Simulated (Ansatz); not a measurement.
Reaction (ligand exchange at the Si–S bond): `O[SiH2]S[SiH](O)O` + `CNC` → `CN(C)[SiH](O)O` + `O[SiH2]S`

Calculated with Ansatz (gas phase, PBE0-D4/def2-TZVP geometries, no zero-point term in ΔE). CCSD(T)/CBS adds triple-zeta CCSD(T) − MP2 to the extrapolated MP2 energy (def2 sets, frozen cores). Functionals use def2-TZVPP. Each species was taken in one conformer, which may not be the lowest.

| level | ΔE (kJ/mol) |
| --- | --- |
| B2PLYP | 3.4 |
| HF/def2-QZVPP | -3.6 |
| MP2/def2-QZVPP | 6.9 |
| SCS-MP2/def2-QZVPP | 3.4 |

What does CCSD(T)/CBS give? (An estimate is asked.)

The calculation gave: +5.9 kJ/mol. The listed levels differ from it by -2.5, -9.5, 1.0, -2.5 kJ/mol.

Largest T1 diagnostic among the species: 0.012.

In def2-TZVPP, CCSD(T) changes the Hartree–Fock value by +4.8 kJ/mol (the triples alone add +2.5 kJ/mol) and MP2 by +7.7 kJ/mol.
